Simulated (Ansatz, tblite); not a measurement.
Cost and result up the ladder for the cluster TeAu₂⁺ (3 atoms). The state is a doublet with charge 1. Geometry: PBE0-D4/def2-TZVP.

Cartesian coordinates in Å:
```
Au 1.671 -0.556 0.743
Au -0.999 0.241 -1.612
Te -0.672 0.315 0.868
```

Ansatz on 4 threads of Arm Neoverse V2 on a shared host; xTB runs through tblite on one thread. Times are rough, summed over both states, and most runs start from the orbitals of an earlier one. B2PLYP/def2-TZVP serves as the yardstick here, not as an exact answer. Differences are given only for rows in sets of like size (and for xTB, whose basis is part of the method), since another set adds its own error. The other state is a quartet at its own geometry.

In the def2 sets Au, Te take a core potential; there is no spin–orbit coupling. The xTB rows come from tblite. B3LYP takes the VWN-RPA correlation. Correlated methods freeze 4 core orbitals; core or outer-core shells of Au, Te are correlated, in sets that lack core-valence functions. The rows differ in basis, and correlated rows in double-zeta sets carry the largest basis error. In CCSD on the charge 1 quartet the largest single amplitude is 0.20, so its Hartree–Fock determinant may place the open shell otherwise than the density functionals do. The structure comes from a short search, and lower isomers may exist.

Correlated methods converge slowly with the basis, most of all in double-zeta sets (MP2 moves by 0.25 eV from def2-SVP to def2-TZVP here).

xTB has no spin-polarisation term.

| level | functions | quartet − doublet (eV) | difference from B2PLYP/def2-TZVP (eV) |
| --- | --- | --- | --- |
| B2PLYP/def2-TZVP | 130 | 2.50 | 0.00 |
| LDA (SPW92)/def2-TZVP | 130 | 2.70 | 0.19 |
| RPA@PBE/def2-TZVP | 130 | 2.30 | -0.20 |
| B3LYP-D4/def2-TZVP | 130 | 2.39 | -0.12 |
| GFN2-xTB | 27 | 3.73 | 1.23 |
| r2SCANh-D4/def2-TZVP | 130 | 2.42 | -0.08 |
| r2SCAN-D4/def2-TZVP | 130 | 2.40 | -0.10 |
| MP2/def2-TZVP | 130 | 2.67 | 0.16 |
| B97M-V/def2-TZVP | 130 | 2.38 | -0.12 |
| CCSD(T)/def2-SVP | 90 | 2.37 | – |
| GFN1-xTB | 27 | 2.29 | -0.21 |
| PBE0-D4/def2-TZVP (with forces) | 130 | 2.48 | -0.03 |
| PBE-D4/def2-TZVP | 130 | 2.40 | -0.10 |

Task: Estimate how long each takes.

Result: GFN1-xTB 0.006 s; GFN2-xTB 0.008 s; LDA (SPW92)/def2-TZVP 2 s; PBE-D4/def2-TZVP 4.2 s; MP2/def2-TZVP 4.2 s; B3LYP-D4/def2-TZVP 6.1 s; PBE0-D4/def2-TZVP (with forces) 7.2 s; RPA@PBE/def2-TZVP 8.7 s; B2PLYP/def2-TZVP 8.9 s; r2SCAN-D4/def2-TZVP 9.4 s; r2SCANh-D4/def2-TZVP 12 s; B97M-V/def2-TZVP 18 s; CCSD(T)/def2-SVP 28 s. On shared hardware such times vary by a factor of up to 3.
